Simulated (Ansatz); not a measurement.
Calculated with Ansatz (gas phase, PBE0-D4/def2-TZVP geometries, no zero-point term in ΔE). CCSD(T)/CBS is the MP2 limit (def2-TZVPP, def2-QZVPP) plus CCSD(T) − MP2 in def2-TZVPP, frozen cores. Functionals use def2-TZVPP. B3LYP here is the variant with VWN-RPA as its local correlation; programs differ in this. One conformer a species, not always the lowest.

Consider the silylene formation by 1,1-elimination: `C[SiH](N)O[SiH3]` → CH₃NH₂ + `[SiH]O[SiH3]`.

Problem. Is it downhill or uphill in electronic energy at CCSD(T)/CBS, and by how much? (Best estimate.)

Solution. Ansatz gave: Uphill: ΔE = +354.6 kJ/mol.

Problem. What do these levels give: r2SCAN-D4, PBE0-D4, B3LYP-D4, ωB97X-V, ωB97M-V, PBE, r2SCAN, B3LYP, MP2/def2-TZVPP, SCS-MP2/def2-TZVPP, SCS-MP2/def2-QZVPP, MP2/CBS(def2)? (Best estimate.)

Solution. The calculation gave: r2SCAN-D4 372.6, PBE0-D4 357.3, B3LYP-D4 342.6, ωB97X-V 357.8, ωB97M-V 348.0, PBE 328.8, r2SCAN 369.3, B3LYP 325.9, MP2/def2-TZVPP 368.4, SCS-MP2/def2-TZVPP 352.2, SCS-MP2/def2-QZVPP 358.1, MP2/CBS(def2) 377.2 kJ/mol.

Largest T1 diagnostic among the species: 0.014.

The D4 term adds +16.7 kJ/mol with B3LYP and +9.5 kJ/mol with PBE0; it sums over pairs of atoms, weighted by their polarisabilities, and B3LYP, whose exchange is more repulsive, gets the larger term. From PBE to PBE0 (25 % exact exchange), in def2-TZVPP and without D4, ΔE moves by +18.9 kJ/mol.
